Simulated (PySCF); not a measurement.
CH₅FOSi, SMILES F[Si@H](C)O. Atoms are numbered in the order given.

```xyz
9

C     -1.3486    -0.5237     0.9160
Si    -0.1151     0.1047    -0.3316
O      1.0388    -1.0183    -0.7196
F      0.6026     1.4119     0.3306
H     -0.8532    -0.7991     1.8618
H     -1.8771    -1.4119     0.5340
H     -2.0992     0.2499     1.1458
H     -0.7218     0.5176    -1.6152
H      1.5208    -1.4401     0.0014
```
Charge 0, spin multiplicity 1.

Coordinates come from a B3LYP-D3(BJ)/def2-SVP optimisation. The structure was generated by enumeration; whether it is a known compound was not checked. Other conformers were not sampled.

These are B3LYP/pcSseg-1 run with PySCF values and carry that method's errors.

GIAO shieldings, no solvent; atoms alike by connectivity are averaged. δ = σ(ref) − σ: ¹³C against TMS (σ = 181.3 ppm); ²⁹Si against TMS (σ = 338.7 ppm); ¹⁷O against H2O (σ = 333.8 ppm); ¹⁹F against CFCl3 (σ = 161.7 ppm); ¹H against TMS (σ = 31.68 ppm), references at their B3LYP-D3(BJ)/def2-TZVP geometries, non-relativistic.

```csv
nucleus,atoms,count,δ (ppm)
¹³C,C1,1,2.5
²⁹Si,Si2,1,-7.3
¹⁷O,O3,1,67.1
¹⁹F,F4,1,-157.4
¹H,H8,1,4.97
¹H,H9,1,2.26
¹H,"H5, H6, H7",3,0.50
```
